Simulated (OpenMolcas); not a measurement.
Cu4+: moving or changing the point charges

Cu4+ among 3 point charges of -1 e arranged as a planar triangle (D3h), 1.88 Å from the ion.
```
   1.8800    0.0000    0.0000  -1.00
  -0.9400    1.6281    0.0000  -1.00
  -0.9400   -1.6281    0.0000  -1.00
```

```
Program             : OpenMolcas
Method              : CASSCF
Basis               : ANO-RCC-VDZP [5s4p2d1f]
Scalar Hamiltonian  : DKH2, point nucleus
Active space        : 7 electrons in 5 orbitals (3d)
State averaging     : 2S+1 = 4 even, 10 roots; 2S+1 = 2 even, 40 roots
Spin-orbit coupling : RASSI with atomic mean-field integrals over the reference wave functions
```

Runs around this geometry, states (labels of D3, the rotations of D3h). Energies in cm-1 above the lowest state or level, χT in cm3 K/mol.

```csv
R (Å),q (e),Ground state,First state of that spin,First gap with spin-orbit (degeneracies),χT at 300 K,First state of another spin
1.88,-0.65,4A2,4E 285.7,"143.5 (2, 2)",5.282,2E 24341
1.72,-1,4A2,4E 635.2,"246.6 (2, 2)",4.931,2E 24617
1.88,-1,4A2,4E 445.1,"199.2 (2, 2)",5.107,2E 24470
1.97,-1,4A2,4E 368.9,"175.6 (2, 2)",5.183,2E 24407
```

Taking the first state of the same spin as R^-n, n = -ln(368.9 / 635.2) / ln(1.97 / 1.72) = 4.0 between the shortest and longest distance.

Without dynamic correlation the repulsion within the d shell is too large (B by tens of per cent), so at a given field states of lower spin stand too high. Point charges give a weaker field than real ligands, and real ions of this kind are often low spin; the high spin found here belongs to the model. The ground term spreads over less than 5000 cm-1, several times less than with real ligands, so orbital moments are less quenched and χT lies further from the spin-only value than at real sites. Spin-orbit coupling mixes the spin-free states strongly: the lowest level takes only 54 % from its leading state, 4A2 (figures for R = 1.88, q = -0.65; the like holds for R = 1.72, q = -1, R = 1.88, q = -1, R = 1.97, q = -1). Point charges carry no covalency, so the field is a model and not that of real ligands. An unlabelled pair can be two single states that coincide in this model. No measured value stands beside these numbers.
